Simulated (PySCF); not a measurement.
A calculated (M06-2X, PySCF 2.14, x2c-QZVPPall with one added diffuse shell each of s, p, d, f type, the spin-free X2C one-electron Hamiltonian (Gaussian nucleus)) atom or ion has these occupied shells.

| shell | electrons | orbital energy (eV) | rms radius, mean of both spins (bohr) |
| --- | --- | --- | --- |
| 1s α | 1 | -195.07 | 0.382 |
| 1s β | 1 | -194.09 | 0.382 |
| 2s α | 1 | -13.764 | 2.10 |
| 2p α | 2 | -6.977 | 2.41 |

(1) Name the element and its charge.

Answers

(1) B (boron, neutral), in [He] 2s1 2p2, high-spin 4P determinant (an excited configuration).
